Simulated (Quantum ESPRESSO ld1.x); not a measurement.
Species: Cs2+. Configuration: [Kr] 4d10 5s2 5p5. All-electron calculation, Dirac Kohn-Sham, relativistic LDA (MacDonald-Vosko exchange, VWN5 correlation), spin-unpolarised, spherical densities, point nucleus; open shells are shared between the two j in proportion to 2j + 1. Program: ld1.x of Quantum ESPRESSO 7.5.

Normalised radial functions P(r) = r R(r) (large component), r in bohr:

r           4d5/2
0.001054   0.0000
0.001394   0.0000
0.001845   0.0000
0.002441   0.0000
0.00323    0.0001
0.004273   0.0002
0.0057     0.0004
0.007542   0.0010
0.009978   0.0021
0.0132     0.0046
0.01747    0.0098
0.0233     0.0208
0.03083    0.0419
0.04079    0.0812
0.05397    0.1494
0.07141    0.2570
0.09448    0.4043
0.126      0.5688
0.1667     0.6673
0.2206     0.5938
0.2919     0.2595
0.3862    -0.3030
0.511     -0.8829
0.6816    -1.1940
0.9018    -1.0880
1.193     -0.7216
1.579     -0.3471
2.089     -0.1160
2.764     -0.0248
3.686     -0.0028
4.878     -0.0002
6.454     0.0000

4d5/2: eigenvalue -90.302 eV, 1 radial node at r = 0.335 bohr, <r> = 0.841 bohr, 90 % of the charge inside 1.27 bohr.
